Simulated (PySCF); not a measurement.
**S(12+) (sulfur, charge +12) across methods**

[He] 2s2, closed-shell 1S. Computed with PySCF 2.14 in an even-tempered Gaussian basis (17 s from 1.8 bohr⁻², ratio 2.2; 9 p from 2.9 bohr⁻², ratio 2.4; 6 d from 8.8 bohr⁻², ratio 2.4; 5 f from 13 bohr⁻², ratio 2.4; 4 g from 20 bohr⁻², ratio 2.4), with the non-relativistic Hamiltonian (point nucleus).

| method | E (hartree) | mean ε 1s (eV) | mean ε 2s (eV) | Σ⟨r²⟩ (bohr²) | ⟨S²⟩ |
| --- | --- | --- | --- | --- | --- |
| LDA | -294.5054 | -2945.5 | -622.58 | 0.4277 | 0.000 |
| B97-3 | -295.7836 | -2983.6 | -630.49 | 0.4258 | 0.000 |
| PBE | -295.6709 | -2955.7 | -624.24 | 0.4264 | 0.000 |
| M06-L | -295.8112 | -2967.7 | -625.98 | 0.4253 | 0.000 |
| PBE0 | -295.6993 | -2981.5 | -629.71 | 0.4265 | 0.000 |
| r2SCAN | -295.7253 | -2967.0 | -625.47 | 0.4270 | 0.000 |

(1) Estimate the same row for UHF.

Answers

(1) E (hartree) = -295.67841; mean ε 1s (eV) = -3058.4; mean ε 2s (eV) = -644.82; Σ⟨r²⟩ (bohr²) = 0.4272; ⟨S²⟩ = 0.000.
